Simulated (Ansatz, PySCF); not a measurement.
This PySCF input computes a CCSD(T)/cc-pVDZ energy:

```python
from pyscf import gto, scf, mp, cc as ccmod

mol = gto.M(
    atom='''
    O    -0.07973044   -0.05152377    0.00435333
    B    -1.17086642   -0.76811983   -0.00146946
    H    -1.82319322   -1.02611828    0.96610258
    B     1.05362488    0.66875448   -0.12661320
    H     0.95342051    1.83703381   -0.33284290
    H     2.09382392    0.09810137   -0.02767304
    ''',
    basis='cc-pvdz',
    charge=0,
    spin=1,
    verbose=4,
)

mf = scf.UHF(mol)
mf.conv_tol = 1e-10
mf.max_cycle = 100
mf.kernel()
mo, _, stable, _ = mf.stability(return_status=True)
if not stable:
    mf.kernel(mf.make_rdm1(mo, mf.mo_occ))
mp2 = mp.MP2(mf, frozen=3).run()
cc = ccmod.CCSD(mf, frozen=3)
cc.max_cycle = 100
cc.kernel()
et = cc.ccsd_t()
print(f'E(CCSD(T)) = {cc.e_tot + et:.9f}')
```

Problem. Write an input for the same energy in Ansatz (a program for electronic structure) and say what it gives.

Solution. 
Ansatz 0.2 input:
```yaml
crystal:
  periodic: [false, false, false]
  atoms:
    - {symbol: O, position_ang: [-0.07973044, -0.05152377, 0.00435333]}
    - {symbol: B, position_ang: [-1.17086642, -0.76811983, -0.00146946]}
    - {symbol: H, position_ang: [-1.82319322, -1.02611828, 0.96610258]}
    - {symbol: B, position_ang: [1.05362488, 0.66875448, -0.12661320]}
    - {symbol: H, position_ang: [0.95342051, 1.83703381, -0.33284290]}
    - {symbol: H, position_ang: [2.09382392, 0.09810137, -0.02767304]}
basis:
  gaussian:
    orbitals: cc-pVDZ
magnetization: {spin_polarized: true, initial_magnetization: 1}
correlation: {method: ccsd_t, electrons: outside_noble_gas}
```
It gives -126.35103 Eh, and PySCF -126.35103 Eh, a difference of 0.00 mEh.

It need not be the lowest isomer of its formula.
